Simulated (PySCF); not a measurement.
Electron correlation in I⁺ (iodine, charge +1)

[Kr] 4d10 5s1 5p5, high-spin 3P determinant (an excited configuration). Calculation: PySCF 2.14, in aug-cc-pVTZ-PP with ECP28MDF; a scalar-relativistic core potential. Frozen: 4s2 4p6 4d10; 6 electrons correlated.

```json
{"level": "CCSD", "correlation energy (mhartree)": "-174.17"}
{"level": "(T)", "correlation energy (mhartree)": "-18.06"}
{"level": "CCSD(T)", "correlation energy (mhartree)": "-192.23"}
```

Diagnostics: T1 = 0.020, D1 = 0.0355, largest double amplitude 0.225.

Question: Is a single reference adequate?

Answer: Not fully. A double-excitation amplitude exceeds 0.15, a sign of near-degeneracy.
